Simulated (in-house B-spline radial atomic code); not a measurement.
The numbers below are computed, except where a source is named.
Making a Troullier-Martins s channel for Cd, r_c = 2.46 bohr

Cd, [Kr] 4d10 5s2, non-relativistic PBE, spherical and spin-unpolarised, from an all-electron radial atomic-structure program (B-spline basis) (atomic units). The all-electron 5s level is ε = -0.193990 hartree, its outermost node lies just inside 1.11 bohr and its outer maximum at 2.46 bohr.

Inside r_c the pseudo-orbital is u(r) = r^1 exp(p(r)), with p = c0 + c2 r² + c4 r⁴ + … + c12 r¹². The seven coefficients follow from p and its first four derivatives at r_c, from zero curvature of the screened potential at the origin, c4 = −c2²/(2l + 5), and from the norm inside r_c. At r_c the all-electron orbital has P = 0.6337705, P' = -0.006196931, the screened potential V = -0.4879304, V' = 0.4643915, V'' = -0.7156618, and the norm inside is Q = 0.3496644.

Task: What are p, p' and p'' at r_c?

Result: p = ln(P/r_c^1) = ln(0.6337705/2.46) = -1.35623. p' = P'/P − 1/r_c = -0.00978 − 0.40650 = -0.41628. The radial equation gives p'' = 2(V − ε) − 2(1) p'/r_c − p'² = -0.58788 − (-0.33844) − 0.17329 = -0.42273. Differentiating, p''' = 2V' + 2(1)p'/r_c² − 2(1)p''/r_c − 2p'p'' = 0.78294, and p'''' = 2V'' − 4(1)p'/r_c³ + 4(1)p''/r_c² − 2(1)p'''/r_c − 2p''² − 2p'p''' = -1.941.

For a trial c2 the five matching conditions are linear in c0, c6, c8, c10 and c12, and c2 is varied until the norm inside r_c equals Q. The root nearest zero gives:

```json
{"n": "0", "c_n": "-2.269882"}
{"n": "2", "c_n": "0.6336027"}
{"n": "4", "c_n": "-0.08029047"}
{"n": "6", "c_n": "-0.01937551"}
{"n": "8", "c_n": "0.006154688"}
{"n": "10", "c_n": "-0.0006213351"}
{"n": "12", "c_n": "2.244046e-05"}
```

Task: Check c4 and p(r_c), and find the screened pseudopotential at the origin.

Result: −c2²/5 = -0.0802905, as listed. The terms c_n r_c^n are -2.26988, 3.83431, -2.94039, -4.29402, 8.25443, -5.04286, 1.10218, which sum to -1.35623. Inverting the radial equation, V_l(r) = ε + 1 p'/r + (p'' + p'²)/2, so V_l(0) = ε + (2l + 3) c2 = -0.19399 + 3 × (0.633603) = 1.7068 hartree, finite where the all-electron potential diverges.

Orbitals and screened potentials:

| r (bohr) | P | u | V all-electron | V pseudo |
| --- | --- | --- | --- | --- |
| 0.246 | 0.1665 | 0.0264 | -83.69 | 1.704 |
| 0.615 | -0.2472 | 0.07976 | -15.4 | 1.598 |
| 0.984 | -0.1209 | 0.172 | -5.307 | 1.101 |
| 1.353 | 0.2406 | 0.3203 | -2.291 | 0.1396 |
| 1.722 | 0.4883 | 0.4916 | -1.198 | -0.6786 |
| 2.091 | 0.6052 | 0.6046 | -0.7241 | -0.7389 |
| 2.46 | 0.6338 | 0.6338 | -0.4879 | -0.4879 |

Logarithmic derivatives P'/P at R = 2.76 bohr, for energies E around ε:

```
E − ε (hartree)  all-electron     pseudo
           -0.5      0.696132   0.692322
          -0.25      0.344596   0.342911
           -0.1     0.0711537  0.0707503
              0     -0.152632  -0.152632
            0.1     -0.425547  -0.426312
           0.25     -0.983624  -0.992309
            0.5      -2.94605   -3.09192
```

Task: With P(R) = 0.6175866 and a norm of 0.4679389 inside R, what slope in energy does norm conservation fix?

Result: d(P'/P)/dE = −2 × (norm inside R)/P(R)² = -2.4537 per hartree·bohr at E = ε, for both atoms, since orbital and norm agree at R. Differences over ±0.1 hartree give -2.4835 (all-electron) and -2.4853 (pseudo), which also hold third-order terms. Half a hartree below ε the two curves differ by -0.0038.
